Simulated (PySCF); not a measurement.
# NMR data sheet: meta-Tolunitrile

```yaml
Formula: C8H7N
SMILES: Cc1cccc(C#N)c1
InChI: InChI=1S/C8H7N/c1-7-3-2-4-8(5-7)6-9/h2-5H,1H3
Point_group_of_the_computed_structure: C1
Degrees_of_unsaturation: 6
Carbon_signals: 8
Proton_signals: 5
```

Atom-mapped SMILES (the numbers label the heavy atoms): `[CH3:1][c:2]1[cH:3][cH:4][cH:5][c:6]([C:7]#[N:8])[cH:9]1`; H(Xn) means a hydrogen on atom n.

No solvent model, one averaged value for each set of equivalent atoms, no relativistic terms, single conformer. Geometry from PBE0-D3(BJ)/def2-TZVP; shielding tensors at B97-2/pcSseg-2 (GIAO); PySCF 2.14.

Referencing at the same level of theory: ¹H (31.64 ppm) and ¹³C (185.38 ppm) vs TMS; NH3 for ¹⁵N (261.75 ppm).

| carbon | δC, type | δH (multiplicity) | HMBC from (2–3 bonds) | span of the C tensor (ppm) |
| --- | --- | --- | --- | --- |
| C1 | 24.0, CH3 | 2.47 (s) | H(C9), H(C3) | 47 |
| C2 | 147.2, C | – | H(C9), H(C3), H(C4), H(C1) | 240 |
| C3 | 139.5, CH | 7.65 (m) | H(C9), H(C5), H(C4), H(C1) | 227 |
| C4 | 135.1, CH | 7.59 (m) | H(C5), H(C3) | 236 |
| C5 | 137.3, CH | 7.72 (m) | H(C9), H(C3), H(C4) | 232 |
| C6 | 120.3, C | – | H(C9), H(C5), H(C4) | 204 |
| C7 | 125.5, C | – | H(C9), H(C5) | 354 |
| C9 | 140.8, CH | 7.73 (s) | H(C5), H(C3), H(C1) | 214 |

Other nuclei:
```csv
atoms,nucleus,environment,δ (ppm),σ (ppm)
N8,¹⁵N,nitrile nitrogen,303.6,-41.8
```

Carbon types of the structure: 3 × C, 4 × CH, 1 × CH3, which accounts for all hydrogens. δC 147.2, 120.3: substituted aromatic carbon. δC 140.8, 139.5, 137.3, 135.1: aromatic CH. δC 125.5: nitrile carbon; this is the usual window of a C≡N carbon, which has no attached hydrogen. δC 24.0: methyl carbon on an aromatic ring; saturated and bonded to C and H only. δH 7.73, 7.72, 7.65, 7.59: hydrogen on an aromatic CH; ring-current deshielding.

Shifts are as computed. Against solution values, carbons near 30 ppm lie about +3 ppm off and those near 130 ppm about +7 ppm. Of 1309 compounds with measured shifts, 239 miss one by over three times the rms of a fit or turn the order of signals round; such compounds aren't used in these exercises. Experimental scales use liquid or dissolved standards, which lie at an offset from isolated NH3 (liquid NH3: subtract about 20 ppm). Unscaled 15N shifts of sp2 nitrogen come out 20 to 40 ppm too high even then. No couplings were computed; multiplicities are counted from neighbouring protons, with m where these are inequivalent, close in shift, in a saturated or five-membered ring or joined by F or P, and br s for small geminal =CH2 splittings.
